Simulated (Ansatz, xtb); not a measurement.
## Ligand exchange: IBr + CH3I → HI + CH2BrI

Species: IBr (iodine monobromide), singlet; CH3I (methyl iodide) `CI`, singlet; HI (hydrogen iodide), singlet; CH2BrI (bromoiodomethane) `BrCI`, singlet. The partners trade Br for H: I–Br and C–H bonds give way to I–H and C–Br.

Shapes, held fixed at every level: PBE0-D4/def2-TZVP. Programs: Ansatz 0.2.0, xtb 6.7.1. The zero-point and thermal change to 298 K, harmonic and unscaled (PBE0-D4/def2-TZVP), is -10.0 kJ/mol.

(1) Estimate ΔH(298 K) of this reaction.

## Answers

(1) The highest level, CCSD(T)/def2-TZVPP, gives ΔH(298 K) = +10.4 kJ/mol; the levels span +3.9 to +32.0. The column of differences is taken from that level and isn't an error. No measured value is set beside it here. For atoms past krypton def2 sets carry core potentials with scalar relativity. Relativity is left out for Br. Outer-core shells of Br, I are correlated in most correlated rows, in sets that cover them unevenly.

```tsv
level	kind	ΔH(298 K) (kJ/mol)	less CCSD(T)/def2-TZVPP
GFN1-xTB	semi-empirical	+14.4	+4.0
HF/def2-TZVPP	Hartree–Fock	+32.0	+21.6
SPW92/def2-TZVPP	LDA	+14.0	+3.6
r2SCAN-D4/def2-TZVPP	meta-GGA	+22.2	+11.8
BHLYP-D4/def2-TZVPP	global hybrid	+29.3	+18.9
B2PLYP/def2-TZVPP	double hybrid	+22.7	+12.3
MP2/def2-TZVPP	perturbation theory	+3.9	-6.5
CCSD(T)/def2-SVP	coupled cluster or CI	+13.6	+3.2
CCSD(T)/def2-TZVPP	coupled cluster or CI	+10.4	0.0
```
